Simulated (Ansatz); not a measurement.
Species: CH₄FGa, charge 0, singlet. CH4FGa (SMILES [GaH]([CH3])[F]).
B3LYP-D3(BJ)/def2-TZVP minimum from Ansatz (an electronic-structure program):
```xyz
7

Ga    -0.1730    -0.2943     0.0724
H     -0.8658    -1.6402     0.4523
F      1.4439    -0.1410     0.7959
C     -0.7150     1.2399    -1.0248
H     -1.6290     1.6846    -0.6272
H     -0.9209     0.9192    -2.0475
H      0.0735     1.9904    -1.0360
```
Charge 0, spin multiplicity 1.

Atomisation energy term by term, kcal/mol (programs: Ansatz). Radicals and triplets start from unrestricted determinants; spin-orbit coupling is neglected. Cores are frozen in correlated methods (noble-gas shells, and filled d and f shells in the p block). No relativity. CBS(X,Y): correlation extrapolated as X^-3, Hartree-Fock from the larger set. A bracket is a step between two methods taken in the basis named. Where a partner has so few electrons that a lower coupled-cluster level is exact, that level stands in.

| term | basis | kcal/mol |
|---|---|---|
| Hartree-Fock | cc-pVQZ | 415.26 |
| CCSD correlation | CBS(cc-pVTZ,cc-pVQZ) | 132.51 |
| (T) | CBS(cc-pVTZ,cc-pVQZ) | 7.70 |
| CCSDT(Q) - CCSD(T) | cc-pVDZ | 0.55 |
| sum: De |  | 556.0 |
